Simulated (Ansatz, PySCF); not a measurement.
Species: dimethylsilane, C₂H₈Si, net charge 0, singlet state. 
Geometry from a B3LYP-D3(BJ)/def2-TZVP (Ansatz, an electronic-structure program) optimisation:
```xyz
11

Si     0.0842     0.5358     0.0835
C     -1.6066    -0.2779     0.0432
C      1.4496    -0.7206    -0.1988
H      0.1538     1.5883    -0.9636
H      0.2845     1.1995     1.3982
H     -1.7855    -0.7568    -0.9220
H     -1.6892    -1.0432     0.8180
H     -2.4007     0.4529     0.2074
H      1.4315    -1.4952     0.5709
H      1.3352    -1.2088    -1.1691
H      2.4330    -0.2473    -0.1754
```
Charge 0, spin multiplicity 1.

Dipole moments at this geometry, in debye (magnitudes).

| level | program | dipole (D) |
|---|---|---|
| SVWN5/def2-TZVPD | Ansatz | 0.80 |
| PBE/def2-TZVPD | Ansatz | 0.80 |
| r2SCAN/def2-TZVPD | Ansatz | 0.80 |
| PBE0/def2-TZVPD | Ansatz | 0.78 |
| BHLYP/def2-TZVPD | Ansatz | 0.72 |
| r2SCANh/def2-TZVPD | Ansatz | 0.79 |
| M06-2X/def2-TZVPD | PySCF | 0.67 |
| HSE06/def2-TZVPD | Ansatz | 0.78 |
| CAM-B3LYP/def2-TZVPD | Ansatz | 0.73 |
| LC-wPBE/def2-TZVPD | Ansatz | 0.76 |
| wB97M-V/def2-TZVPD | Ansatz | 0.77 |
| wB97X-V/def2-TZVPD | Ansatz | 0.75 |
| CCSD(T)/aug-cc-pV(D+d)Z | Ansatz | 0.72 |

Measured: 0.75 D (NIST CCCBDB, as tabulated in the package chemicals), a vibrational average. This is an older compilation, not checked against later work.
